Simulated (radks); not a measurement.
Results of a calculation; reference values are marked as such.
Problem. Species: Sb13+. Configuration: [Ar] 3d10 4s2 4p4 4d2 5p2 (not the ground configuration). Code: a radial shooting solver on a logarithmic mesh with Libxc functionals. Model: scalar-relativistic Kohn-Sham, PBE, spin-polarised, spherical densities, finite nucleus; open shells are filled with parallel spins first (spin-orbit coupling, left out, can overturn this in heavy ions); Fermi nuclear charge, rms radius 4.6802 fm. Some entries of the table are withheld. Estimate them.

orbital  occ.  eigenvalue (eV)  r(max) (bohr)  <r> (bohr)
1s up       1        -30626.97        0.01835     0.02842
1s down     1        -30625.95        0.01835     0.02842
2s up       1        -4933.627         0.1037      0.1226
2s down     1        -4932.118         0.1037      0.1226
2p up       3        -4462.893        0.08303      0.1071
2p down     3        -4461.244        0.08304      0.1071
3s up       1        -1213.761         0.2991      0.3290
3s down     1        -1212.282         0.2992      0.3288
3p up       3        -1060.266         0.2923      0.3268
3p down     3        -1058.576         0.2925      0.3265
3d up       5        -827.4691         0.2427      0.3024
3d down     5        -825.4945         0.2429      0.3020
4s up       1        -427.9492         0.6964      0.7338
4s down     1        -419.2138         0.6949      0.7335
4p up       3        -376.2153         0.7227      0.7659
4p down     1        -367.4956         0.7216      0.7663
4d up       2        -298.3832         0.7551      0.8153
4d down     0        -289.9067         0.7544      0.8168
4f up       0        -215.5261         0.7420         (1)
4f down     0        -207.7042         0.7383         (2)
5s up       0        -206.7467          1.381       1.389
5s down     0        -200.3847          1.381       1.390
5p up       2        -186.5982          1.460       1.467
5p down     0        -180.2313          1.460       1.468
5d up       0        -156.1017          1.598       1.602
5d down     0        -149.8001          1.600       1.607
6p up       0        -111.6817          2.497       2.391

Solution. 
(1) 4f up <r> (bohr): 0.8734
(2) 4f down <r> (bohr): 0.8741
